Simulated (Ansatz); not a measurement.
Consider the redistribution: `[GeH3][SiH2][SiH2][SiH2][GeH3]` + `F[SiH2][AlH2]` → `[SiH3][SiH2][SiH2][GeH3]` + `F[SiH2][AlH][GeH3]`.

Gas-phase electronic energies from Ansatz, PBE0-D4/def2-TZVP geometries. CCSD(T)/CBS is the MP2 limit (def2-TZVPP, def2-QZVPP) plus CCSD(T) − MP2 in def2-TZVPP, frozen cores. Functionals use def2-TZVPP. B3LYP here is the variant with VWN-RPA as its local correlation; programs differ in this. For Ge outer-core shells are correlated without core-valence functions, which leaves a few kJ/mol of doubt a bond. Scalar relativity is left out up to krypton. One conformer a species, not always the lowest.

Q: Is it downhill or uphill in electronic energy at CCSD(T)/CBS, and by how much? (Best estimate.)

A: Ansatz gave: Downhill: ΔE = -6.9 kJ/mol.

Q: What do these levels give: PBE-D4, PBE0-D4, ωB97M-V, B3LYP, MP2/def2-TZVPP, CCSD/def2-TZVPP, CCSD(T)/def2-TZVPP, MP2/def2-QZVPP, SCS-MP2/def2-QZVPP, HF/CBS(def2), MP2/CBS(def2), CCSD/CBS(def2)? (An estimate is asked.)

A: The calculation gave: PBE-D4 -8.2, PBE0-D4 -7.1, ωB97M-V -6.1, B3LYP -16.8, MP2/def2-TZVPP -3.6, CCSD/def2-TZVPP -8.6, CCSD(T)/def2-TZVPP -7.1, MP2/def2-QZVPP -3.7, SCS-MP2/def2-QZVPP -6.2, HF/CBS(def2) -15.7, MP2/CBS(def2) -3.5, CCSD/CBS(def2) -8.4 kJ/mol.

Largest T1 diagnostic among the species: 0.013.

The D4 term adds +10.2 kJ/mol with B3LYP and +5.9 kJ/mol with PBE0; it sums over pairs of atoms, weighted by their polarisabilities, and B3LYP, whose exchange is more repulsive, gets the larger term. In def2-TZVPP, CCSD(T) changes the Hartree–Fock value by +8.1 kJ/mol (the triples alone add +1.5 kJ/mol) and MP2 by +11.6 kJ/mol.
